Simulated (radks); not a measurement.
Species: Ta. Configuration: [Xe] 4f14 5d3 6s1 6p1 (not the ground configuration).

Calculated with a radial shooting solver on a logarithmic mesh with Libxc functionals: Dirac Kohn-Sham, LDA (Slater exchange, Perdew-Wang correlation), spin-unpolarised, spherical densities, finite nucleus; open shells are shared between the two j in proportion to 2j + 1; Fermi nuclear charge, rms radius 5.3507 fm.

Energy parts (hartree):
total: -15614.2069
kinetic: 17515.7269
electron-nucleus: -38940.8915
Hartree: 6118.8800
exchange-correlation: -307.9222

Orbitals (lengths in bohr, moments of r in powers of bohr; <r^-3> diverges for s and p1/2; r(max) is where P^2 peaks):
| orbital | occ. | eigenvalue (hartree) | <1/r> | <r^-3> | r(max) | <r> | small-component weight |
|---|---|---|---|---|---|---|---|
| 1s1/2 | 2 | -2469.500 | 85.33 | - | 0.01169 | 0.01868 | 7.55e-02 |
| 2s1/2 | 2 | -424.1245 | 20.73 | - | 0.06710 | 0.07840 | 1.71e-02 |
| 2p1/2 | 2 | -405.5635 | 20.71 | - | 0.04993 | 0.06489 | 1.71e-02 |
| 2p3/2 | 4 | -358.9386 | 17.49 | 15560 | 0.05667 | 0.07273 | 1.55e-02 |
| 3s1/2 | 2 | -97.17801 | 7.604 | - | 0.1891 | 0.2045 | 5.59e-03 |
| 3p1/2 | 2 | -88.88827 | 7.525 | - | 0.1771 | 0.1944 | 5.55e-03 |
| 3p3/2 | 4 | -78.85381 | 6.694 | 3498 | 0.1910 | 0.2090 | 5.08e-03 |
| 3d3/2 | 4 | -64.76998 | 6.590 | 603.9 | 0.1496 | 0.1830 | 4.97e-03 |
| 3d5/2 | 6 | -62.58220 | 6.392 | 516.1 | 0.1535 | 0.1875 | 4.84e-03 |
| 4s1/2 | 2 | -19.83035 | 3.196 | - | 0.4295 | 0.4590 | 1.84e-03 |
| 4p1/2 | 2 | -16.41015 | 3.087 | - | 0.4294 | 0.4645 | 1.75e-03 |
| 4p3/2 | 4 | -14.09104 | 2.795 | 807.9 | 0.4589 | 0.4979 | 1.57e-03 |
| 4d3/2 | 4 | -8.45140 | 2.579 | 121.6 | 0.4563 | 0.5167 | 1.38e-03 |
| 4d5/2 | 6 | -8.02529 | 2.509 | 101.7 | 0.4657 | 0.5282 | 1.33e-03 |
| 4f5/2 | 6 | -1.00990 | 2.019 | 17.80 | 0.4378 | 0.6338 | 9.13e-04 |
| 4f7/2 | 8 | -0.93692 | 1.988 | 16.94 | 0.4430 | 0.6448 | 8.92e-04 |
| 5s1/2 | 2 | -2.73801 | 1.225 | - | 0.9886 | 1.101 | 4.01e-04 |
| 5p1/2 | 2 | -1.74300 | 1.092 | - | 1.064 | 1.219 | 3.26e-04 |
| 5p3/2 | 4 | -1.41807 | 0.9889 | 110.7 | 1.151 | 1.327 | 2.77e-04 |
| 5d3/2 | 1.2 | -0.20082 | 0.6249 | 6.797 | 1.549 | 2.123 | 1.13e-04 |
| 5d5/2 | 1.8 | -0.17807 | 0.5982 | 5.398 | 1.603 | 2.219 | 1.03e-04 |
| 6s1/2 | 1 | -0.24226 | 0.3957 | - | 2.710 | 3.210 | 4.77e-05 |
| 6p1/2 | 0.333333 | -0.09525 | 0.2921 | - | 3.491 | 4.327 | 2.51e-05 |
| 6p3/2 | 0.666667 | -0.07610 | 0.2628 | 6.392 | 3.868 | 4.787 | 2.04e-05 |

The highest occupied level is 6p3/2 at -2.071 eV. The electron density at the nucleus is 1.307e+06 e/bohr^3. The density falls to 0.001 e/bohr^3 at r = 5.08 bohr.
